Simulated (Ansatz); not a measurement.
Consider the cleavage of the Si–Si bond: `C[SiH2][SiH](F)F` + `[SiH3]S` → `F[SiH](F)S[SiH3]` + `C[SiH3]`.

Gas-phase electronic energies from Ansatz, PBE0-D4/def2-TZVP geometries. CCSD(T)/CBS adds triple-zeta CCSD(T) − MP2 to the extrapolated MP2 energy (def2 sets, frozen cores). This one scheme is used for every species. One conformer a species, not always the lowest.

`C[SiH2][SiH](F)F`:

Z-matrix (Å, degrees):
```
C
Si 1 1.873
H 1 1.092 2 110.6
H 1 1.092 2 110.6 3 119.9
H 1 1.092 2 110.7 3 -120.1
Si 2 2.343 1 110.8 3 -59.9
H 2 1.490 1 111.4 3 -179.7
H 2 1.490 1 111.4 3 59.8
F 6 1.597 2 109.4 1 58.1
F 6 1.597 2 109.4 1 -58.1
H 6 1.483 2 117.1 1 -180.0
```

`[SiH3]S`:

```xyz
6

Si    0.110   -0.353    0.377
S    -0.968    0.507   -1.256
H     1.507   -0.683   -0.003
H    -0.630   -1.593    0.710
H     0.136    0.554    1.553
H    -0.154    1.569   -1.380
```

`F[SiH](F)S[SiH3]`:

Z-matrix (Å, degrees):
```
Si
F 1 1.585
S 1 2.098 2 111.7
F 1 1.588 2 105.5 3 120.4
H 1 1.470 2 108.7 3 -122.0
Si 3 2.157 1 98.6 2 72.7
H 6 1.482 3 110.0 1 -36.9
H 6 1.481 3 105.2 1 -156.1
H 6 1.481 3 110.3 1 85.0
```

`C[SiH3]`:

Z-matrix (Å, degrees):
```
C
Si 1 1.871
H 1 1.092 2 110.8
H 1 1.092 2 110.8 3 -120.0
H 1 1.092 2 110.8 3 120.0
H 2 1.488 1 110.7 3 -179.9
H 2 1.488 1 110.7 3 -59.9
H 2 1.488 1 110.7 3 60.1
```

| species | CCSD(T)/CBS(def2) energy (Eh) |
| --- | --- |
| `C[SiH2][SiH](F)F` | -819.54558 |
| `[SiH3]S` | -689.27336 |
| `F[SiH](F)S[SiH3]` | -1178.11155 |
| `C[SiH3]` | -330.73916 |

Question: Work out ΔE.

Answer: ΔE = (-1178.11155) + (-330.73916) − (-819.54558) − (-689.27336) = -0.03177 Eh = -0.86 eV.

Largest T1 diagnostic among the species: 0.012.

The D4 term adds −0.05 eV with B3LYP and −0.02 eV with PBE0; it sums over pairs of atoms, weighted by their polarisabilities, and B3LYP, whose exchange is more repulsive, gets the larger term. From PBE to PBE0 (25 % exact exchange), in def2-TZVPP and without D4, ΔE moves by −0.06 eV.

B3LYP here is the variant with VWN-RPA as its local correlation; programs differ in this.
